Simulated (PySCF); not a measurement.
Computed Raman spectrum (relative Raman activity) of a molecule C3H6GeO. Coordinates come from a TPSSh-D3(BJ)/def2-SVP optimisation. One conformer was computed; it need not be the lowest. All values below come from PySCF 2.14.0 with TPSSh-D3(BJ)/def2-SVP. Frequencies are harmonic and unscaled.

Lines under 2 % of the strongest are left out, and lines within 2 cm⁻¹ are merged.

ν (cm⁻¹): 123 (vw), 325 (vw), 444 (vw), 622 (w), 636 (w), 740 (w), 854 (w), 863 (w), 890 (w), 1253 (vw), 1396 (vw), 1485 (w), 2140 (vs), 2208 (s), 2220 (s), 2963 (m), 2997 (m), 3473 (w) (against the strongest line: vs over 80 %, s over 45 %, m over 15 %, w over 4 %, vw less)

### Question
Pick the molecule that these values belong to.
A) C=[C]1O[CH2][GeH2]1
B) [CH3][Ge@H]1[CH]=C[O]1
C) [GeH3][C]1=CCO1
D) C#CC[O][GeH3]

### Answer
D, C#CC[O][GeH3]
